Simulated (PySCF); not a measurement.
Atom-mapped SMILES (the numbers label the heavy atoms): `[N:1]#[C:2][C@@H:3]1[CH2:4][CH2:5][CH2:6][C@@H:7]2[C@@H:8]([C:9]#[N:10])[C@:11]12[F:12]`. Each H is labelled by its parent atom. Ha(C4), Ha(C5), Ha(C6) are cis to C2 on the ring; Hb(C4), Hb(C5), Hb(C6) are trans to C2 on the ring.

[PySCF 2.14: GIAO PBE0/pcSseg-1 shieldings; structure optimised with GFN2-xTB; relativity neglected; in vacuum; one conformer]

Referencing at the same level of theory: ¹³C (186.93 ppm) and ¹H (31.72 ppm) against TMS; ¹⁵N (267.73 ppm) vs NH3; ¹⁹F (170.95 ppm) against CFCl3.

```json
{"atoms": "F12", "nucleus": "¹⁹F", "count": "1", "δ (ppm)": "-185.1"}
{"atoms": "Hb(C4)", "nucleus": "¹H", "count": "1", "δ (ppm)": "1.50"}
{"atoms": "H(C7)", "nucleus": "¹H", "count": "1", "δ (ppm)": "?"}
{"atoms": "C2", "nucleus": "¹³C", "count": "1", "δ (ppm)": "124.6"}
{"atoms": "C9", "nucleus": "¹³C", "count": "1", "δ (ppm)": "?"}
{"atoms": "H(C8)", "nucleus": "¹H", "count": "1", "δ (ppm)": "?"}
{"atoms": "C11", "nucleus": "¹³C", "count": "1", "δ (ppm)": "?"}
{"atoms": "Ha(C5)", "nucleus": "¹H", "count": "1", "δ (ppm)": "1.13"}
{"atoms": "C3", "nucleus": "¹³C", "count": "1", "δ (ppm)": "32.8"}
{"atoms": "N10", "nucleus": "¹⁵N", "count": "1", "δ (ppm)": "302.2"}
{"atoms": "C5", "nucleus": "¹³C", "count": "1", "δ (ppm)": "?"}
{"atoms": "Hb(C5)", "nucleus": "¹H", "count": "1", "δ (ppm)": "1.54"}
{"atoms": "C7", "nucleus": "¹³C", "count": "1", "δ (ppm)": "32.0"}
{"atoms": "Ha(C4)", "nucleus": "¹H", "count": "1", "δ (ppm)": "1.80"}
{"atoms": "Hb(C6)", "nucleus": "¹H", "count": "1", "δ (ppm)": "?"}
{"atoms": "Ha(C6)", "nucleus": "¹H", "count": "1", "δ (ppm)": "1.99"}
{"atoms": "H(C3)", "nucleus": "¹H", "count": "1", "δ (ppm)": "3.54"}
{"atoms": "C4", "nucleus": "¹³C", "count": "1", "δ (ppm)": "30.1"}
{"atoms": "N1", "nucleus": "¹⁵N", "count": "1", "δ (ppm)": "?"}
{"atoms": "C6", "nucleus": "¹³C", "count": "1", "δ (ppm)": "25.2"}
{"atoms": "C8", "nucleus": "¹³C", "count": "1", "δ (ppm)": "14.5"}
```

Question: Fill in the missing shifts.

Answer: 
- C9: 120.9 ppm, nitrile carbon; this is the usual window of a C≡N carbon, which has no attached hydrogen
- C11: 83.7 ppm, three-membered-ring carbon; deshielded by the electronegative neighbour
- C5: 18.5 ppm, sp3 CH2 in a ring; saturated and bonded to C and H only
- H(C7): 2.09 ppm, hydrogen on a three-membered-ring carbon
- Hb(C6): 1.86 ppm, hydrogen on an sp3 CH2 in a ring; far from electronegative atoms and π systems
- H(C8): 1.49 ppm, hydrogen on a three-membered-ring carbon; cyclopropane-type protons are shielded by the ring
- N1: 304.6 ppm, nitrile nitrogen

Shifts are as computed. Against solution values, carbons near 30 ppm lie about +3 ppm off and those near 130 ppm about +5 ppm. Of 1211 compounds with measured shifts, 218 miss one by over three times the rms of a fit or turn the order of signals round; such compounds aren't used in these exercises. Unscaled 19F shifts against computed CFCl3 carry errors that often reach 10 to 50 ppm. Experimental scales use liquid or dissolved standards, which lie at an offset from isolated NH3 (liquid NH3: subtract about 20 ppm). Unscaled 15N shifts of sp2 nitrogen come out 20 to 40 ppm too high even then.
